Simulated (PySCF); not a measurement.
Job file and geometry (Å, from PBE0-D3(BJ)/def2-SVP) of an NMR shielding run on `C(C)O[Si@@](P)([PH3+])NC`, [C$_{3}$H$_{14}$NOP$_{2}$Si]+, GIAO wB97X-D/pcSseg-1 NMR shielding, non-relativistic, gas phase (PySCF); density fitting, a coarse starting grid and PySCF grid level 2 are the driver's defaults:

```
{"job": {"kind": "nmr", "xc": "wB97X-D", "basis": "pcSseg-1", "pop": false}, "charge": 1, "multiplicity": 1}
C      2.251109    -1.759622    -0.211254
C      2.372828    -0.389246     0.407603
O      1.342786     0.508462    -0.034309
Si    -0.273649     0.413724     0.187024
P     -1.011555     0.256427     2.292325
P     -0.498552     2.655333    -0.550886
N     -1.120396    -0.581566    -0.880181
C     -2.383478    -1.266052    -0.653865
H      1.320323    -2.264484     0.091186
H      3.092087    -2.389893     0.113364
H      2.278294    -1.700736    -1.309515
H      3.320992     0.089704     0.126220
H      2.346171    -0.445419     1.509304
H     -2.233241     0.941132     2.008900
H     -0.304875     1.433478     2.684714
H      0.163573     3.620332     0.241784
H     -1.818990     3.153203    -0.627373
H      0.013870     2.896993    -1.846513
H     -0.721467    -0.736146    -1.802983
H     -2.646292    -1.243185     0.413876
H     -3.213986    -0.812682    -1.218298
H     -2.306830    -2.324811    -0.942414
```

Question: Write the output of this run.

Answer: 
```
coarse grid: 18960 points
cycle   1  E = -1224.3867732235  dE =  9.707e-01  |g| = 7.563e-01  |ddm| = 4.002e+00
cycle   2  E = -1224.3753006470  dE =  1.147e-02  |g| = 8.879e-01  |ddm| = 1.267e+00
cycle   3  E = -1224.5128014751  dE = -1.375e-01  |g| = 9.123e-02  |ddm| = 6.613e-01
cycle   4  E = -1224.5143848410  dE = -1.583e-03  |g| = 4.166e-02  |ddm| = 1.180e-01
cycle   5  E = -1224.5147636734  dE = -3.788e-04  |g| = 1.095e-02  |ddm| = 4.369e-02
cycle   6  E = -1224.5147904261  dE = -2.675e-05  |g| = 3.482e-03  |ddm| = 1.171e-02
cycle   7  E = -1224.5147936673  dE = -3.241e-06  |g| = 6.596e-04  |ddm| = 4.845e-03
final grid: 166816 points
cycle   8  E = -1224.5805623931  dE = -1.991e-04  |g| = 6.384e-03  |ddm| = 3.868e-02
cycle   9  E = -1224.5805657238  dE = -3.331e-06  |g| = 5.985e-03  |ddm| = 1.121e-02
cycle  10  E = -1224.5805724985  dE = -6.775e-06  |g| = 9.150e-04  |ddm| = 4.288e-03
cycle  11  E = -1224.5805726737  dE = -1.752e-07  |g| = 4.818e-04  |ddm| = 1.281e-03
cycle  12  E = -1224.5805727238  dE = -5.008e-08  |g| = 1.028e-04  |ddm| = 5.911e-04
cycle  13  E = -1224.5805727265  dE = -2.724e-09  |g| = 4.404e-05  |ddm| = 1.626e-04
cycle  14  E = -1224.5805727271  dE = -5.821e-10  |g| = 1.058e-05  |ddm| = 7.601e-05
converged SCF energy = -1224.5805727271

GIAO shielding tensors (ppm)
atom      isotropic    diamagn.    paramagn.     s11        s22        s33       span
  0 C      163.133     250.028     -86.894    144.632    164.341    180.427     35.795
  1 C      116.462     243.123    -126.661     78.702    101.824    168.860     90.158
  2 O      237.947     404.972    -167.025    196.657    223.992    293.193     96.536
  3 Si     342.192     884.427    -542.235    281.967    349.214    395.395    113.428
  4 P      571.625     968.542    -396.916    540.855    570.244    603.778     62.923
  5 P      487.371     970.622    -483.251    477.200    484.689    500.225     23.025
  6 N      203.003     330.584    -127.581    158.842    205.187    244.980     86.137
  7 C      154.924     241.998     -87.073    132.695    147.320    184.757     52.062
  8 H       29.963      32.474      -2.511     25.749     30.670     33.472      7.724
  9 H       29.814      26.582       3.232     25.637     26.151     37.654     12.016
 10 H       29.739      30.753      -1.014     26.538     27.953     34.727      8.189
 11 H       27.219      28.678      -1.458     21.885     26.696     33.077     11.192
 12 H       27.343      30.653      -3.310     22.483     27.248     32.297      9.813
 13 H       29.143      30.328      -1.185     24.823     26.734     35.872     11.050
 14 H       29.314      30.463      -1.148     24.859     26.621     36.462     11.603
 15 H       26.799      29.066      -2.267     22.735     23.953     33.711     10.976
 16 H       27.101      28.877      -1.776     23.099     24.222     33.982     10.883
 17 H       26.622      29.579      -2.957     22.524     23.640     33.702     11.178
 18 H       29.573      35.944      -6.371     21.611     28.481     38.627     17.017
 19 H       29.140      29.704      -0.564     23.856     30.167     33.397      9.541
 20 H       28.658      27.186       1.472     23.416     26.213     36.346     12.931
 21 H       28.302      27.259       1.044     23.165     25.877     35.866     12.701
```

Question: Turn these shieldings into chemical shifts. Chemical shifts δ = σref − σ; 13C (184.54 ppm) and 29Si (352.93 ppm) and 1H (31.38 ppm) against TMS; H2O for 17O (333.19 ppm); 31P (307.18 ppm) against H3PO4; NH3 for 15N (263.98 ppm), all at this level.

Answer: Averaging equivalent atoms: C 1: 68.1; C 7: 29.6; C 0: 21.4; O 2: 95.2; Si 3: 10.7; P 5: -180.2; P 4: -264.4; N 6: 61.0; H 15/16/17: 4.54; H 11: 4.16; H 12: 4.04; H 19/20/21: 2.68; H 13/14: 2.15; H 18: 1.81; H 8/9/10: 1.54 ppm. Experimental scales use liquid or dissolved standards, which lie at an offset from isolated NH3 (liquid NH3: subtract about 20 ppm) and H2O (liquid H2O: subtract about 36 ppm) and H3PO4.

Size and cost of the density-fitted run: 227 basis functions, 48 s wall time on 1 thread of an x86-64 server CPU, shared host.
